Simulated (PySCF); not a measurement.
1,1,2-trichloro-2-fluoroethene (C2Cl3F), SMILES ClC(Cl)=C(Cl)F. The structure is a stationary point at PBE-D3(BJ)/def2-SVP.

Calculation: PBE-D3(BJ)/def2-SVP run with PySCF.

Harmonic wavenumbers (cm⁻¹): 117, 165, 246, 303, 356, 395, 511, 517, 835, 953, 1188, 1653. Rotational constants (GHz): 2.378, 1.461, 0.9048; symmetry number 1.

**Question.** Work out the zero-point energy and the ideal-gas rigid-rotor harmonic-oscillator thermochemistry at 298.15 K and 1 atm.

**Answer.** ZPE = ½ Σ hcν = ½ × 7239 cm⁻¹ = 43.30 kJ/mol. H − E(el) = 62.30 kJ/mol. Entropy in J/(mol K): translation 171.18, rotation 121.40, vibration 52.36, total 344.94. G − E(el) = -40.55 kJ/mol. Cp = 91.93 J/(mol K). Modes under 150 cm⁻¹ make the vibrational entropy uncertain.
